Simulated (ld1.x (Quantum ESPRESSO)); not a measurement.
What one change does to a pseudopotential (Yb (Z = 70), TM semilocal)

ytterbium, norm-conserving Troullier–Martins (semilocal form), made with ld1.x (Quantum ESPRESSO) 7.5 (PBE, scalar-relativistic). Core [Xe] 4f13, reference 5d1 6s1.5 6p0.5. Waves: 6p (bound): rc 4.20 bohr; 5d (bound): rc 2.20 bohr; 6s (bound): rc 3.40 bohr. Local part: the s channel. Core correction: Bessel-smoothed model core inside 1.80 bohr.

All-electron outer shells of the reference configuration (PBE, scalar-relativistic, ld1.x):

```json
{"shell": "5p", "level (eV)": "-31.75", "outermost node (bohr)": "0.62", "outermost maximum (bohr)": "1.22"}
{"shell": "4f", "level (eV)": "-10.34", "outermost node (bohr)": "–", "outermost maximum (bohr)": "0.48"}
{"shell": "6s", "level (eV)": "-5.01", "outermost node (bohr)": "1.44", "outermost maximum (bohr)": "3.08"}
{"shell": "5d", "level (eV)": "-2.42", "outermost node (bohr)": "0.70", "outermost maximum (bohr)": "1.85"}
{"shell": "6p", "level (eV)": "-1.67", "outermost node (bohr)": "1.75", "outermost maximum (bohr)": "4.27"}
```

Change: all radii but the core radius scaled by about 1.32 (s 4.48, p 5.54, d 2.90 bohr).

Cutoffs: the cutoffs (Ry, on a coarse ladder) from which the occupation-weighted sum of valence levels, in a spherical-Bessel basis at the reference potential, stays within 10 and 1 mRy of its value at 400 Ry; they do not see the model core or the augmentation charge, which bear on the density cutoff. Errors are all-electron minus pseudo energies relative to the spin-unpolarised reference configuration.

Q: What does the change do?

A: The potential gets softer (18 Ry and 25 Ry → 15 Ry and 18 Ry); of the 7 tests that both files solve, the error grows in 5 and shrinks in 2 by more than 15 % and 0.3 meV (median size 18.3 → 5.7 meV); neither file shows a bound ghost. A larger radius leaves more room for a smooth pseudo-wave, so fewer plane waves are needed. A semilocal file is local in each channel, so a ghost entry of none says nothing of the separable form that plane-wave codes build from it.

```tsv
quantity	base	changed
cutoff, loose	18 Ry	15 Ry
cutoff, tight	25 Ry	18 Ry
loose cutoff by channel (10 mRy a level)	p 6 Ry, d 18 Ry, s 6 Ry	p 6 Ry, d 15 Ry, s 6 Ry
bound ghosts	none	none
error for 5d1 6s2 6p0, meV [ΔE -1.64 eV]	-0.9	-2.3
error for 5d1 6s1 6p0, meV [ΔE 5.61 eV]	-4.9	-5.7
error for 5d1 6s0 6p0, meV [ΔE 18.72 eV]	-45	-130
error for 5d2 6s0 6p0, meV [ΔE 7.93 eV]	-80	-17
error for 5d1 6s0 6p1, meV [ΔE 9.76 eV]	-18	-45
error for 5d0 6s2 6p1, meV [ΔE -0.56 eV]	-86	-5.2
error for 5d1 6s1 6p1, meV [ΔE 1.69 eV]	-2.5	-4.8
```
